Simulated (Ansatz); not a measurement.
Relaxation of C3H11NSi (16 atoms, charge 0, multiplicity 1), to a largest force component of 0.02 eV/Å in at most 40 steps.

These are results of RHF/STO-3G (Ansatz), not measurements.

```xyz
16
Properties=species:S:1:pos:R:3:forces:R:3
Si 0.000 0.000 0.000 0.23 0.63 1.78
N 0.000 0.000 1.820 0.45 -0.54 -3.57
C -1.216 -0.376 2.555 0.57 0.43 0.24
H -1.864 -1.000 1.905 0.38 0.58 0.82
H -0.938 -0.953 3.461 -0.51 0.37 -0.57
H -1.766 0.540 2.855 -0.07 -0.82 0.11
C 1.216 0.376 2.555 -0.69 -0.04 0.31
H 1.464 -0.416 3.292 0.15 0.73 -0.32
H 2.058 0.494 1.842 -0.63 -0.06 0.77
H 1.046 1.335 3.087 0.59 -0.58 -0.09
H 1.377 0.000 -0.486 -0.93 0.14 0.49
H -0.688 1.191 -0.486 0.49 -0.73 0.25
C -0.881 -1.526 -0.623 -0.21 -0.31 -0.22
H -1.380 -2.038 0.226 0.49 0.30 -1.28
H -1.641 -1.233 -1.377 0.77 -0.66 0.80
H -0.145 -2.215 -1.088 -1.07 0.57 0.48
```

Where does it end, and by what steps?

It converged. The force dipped under the threshold on the way, but the program's further checks kept it going. Limits of this set-up: minimal basis. After 16 steps the energy has fallen by 0.565 eV; H14 moved furthest, 0.99 Å.

```tsv
step	energy less start (eV)	largest force component (eV/Å)	accepted
0	0.0000	3.565	yes
1	-0.3830	0.891	yes
2	-0.4487	0.253	yes
3	-0.4726	0.555	yes
4	-0.4968	0.337	yes
5	-0.5094	0.606	yes
6	-0.5377	0.171	yes
7	-0.5503	0.149	yes
8	-0.5257	0.893	no
9	-0.5557	0.057	yes
10	-0.5581	0.196	yes
11	-0.5586	0.111	yes
12	-0.5474	0.366	no
13	-0.5633	0.023	yes
14	-0.5642	0.018	yes
15	-0.5645	0.122	yes
16	-0.5650	0.017	yes
```

```xyz
16
Properties=species:S:1:pos:R:3
Si -0.041 -0.053 0.089
N 0.180 -0.390 1.799
C -1.047 -0.532 2.608
H -1.741 -1.213 2.117
H -0.806 -0.951 3.585
H -1.569 0.416 2.776
C 1.184 0.429 2.505
H 1.401 -0.004 3.482
H 2.113 0.450 1.936
H 0.866 1.465 2.668
H 1.254 0.096 -0.483
H -0.765 1.160 -0.111
C -0.954 -1.453 -0.725
H -1.976 -1.527 -0.377
H -0.985 -1.312 -1.798
H -0.471 -2.401 -0.532
```

Run time: 20 s on 1 thread of Arm Neoverse V2, on a shared host, peak memory 0.1 GiB.
